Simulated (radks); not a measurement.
Problem. All-electron atom: the rhenium ion Re2+ in [Xe] 4f14 5d4 5f1 (not the ground configuration). Method: non-relativistic Kohn-Sham, TPSS, spin-polarised, spherical densities, point nucleus; open shells are filled with parallel spins first (spin-orbit coupling, left out, can overturn this in heavy ions); meta-GGA in the generalised Kohn-Sham scheme; relativity is left out, which matters for an element this heavy; computed with a radial shooting solver on a logarithmic mesh with Libxc functionals. Some entries of the table are withheld. Estimate them.

orbital,occ.,eigenvalue (eV),r(max) (bohr),<r^2> (bohr^2)
1s down,1,-65630.83,0.01340,0.0005447
1s up,1,-65630.82,0.01340,0.0005447
2s up,1,-10840.99,0.07293,0.008517
2s down,1,-10840.74,0.07293,0.008517
2p up,3,-10395.29,0.05664,0.006298
2p down,3,-10395.10,0.05664,0.006298
3s up,1,-2508.018,0.2001,0.05322
3s down,1,-2507.971,0.2001,0.05322
3p up,3,-2301.120,0.1885,0.04921
3p down,3,-2301.054,0.1885,0.04921
3d up,5,-1916.842,0.1488,0.03823
3d down,5,-1916.672,0.1488,0.03823
4s up,1,-528.6995,0.4496,0.2606
4s down,1,-528.5422,0.4496,0.2606
4p up,3,-441.5413,0.4502,0.2699
4p down,3,-441.3693,0.4503,0.2699
4d up,5,-282.9182,0.4459,0.2920
4d down,5,-282.6870,0.4460,0.2917
5s up,1,-94.1830,1.030,1.449
5s down,1,-91.6170,1.022,1.426
4f up,7,-75.2867,0.4109,0.3940
4f down,7,-74.8330,0.4108,0.3881
5p up,3,-68.4852,1.103,1.749
5p down,3,-65.5579,1.094,1.724
5d up,4,(1),1.358,3.122
5d down,0,(2),1.356,3.207
6s up,0,-21.5897,2.490,8.627
6p up,0,-15.8541,2.899,12.45
5f up,1,-6.4963,5.062,31.94

Solution. 
(1) 5d up eigenvalue (eV): -29.4566
(2) 5d down eigenvalue (eV): -26.2266
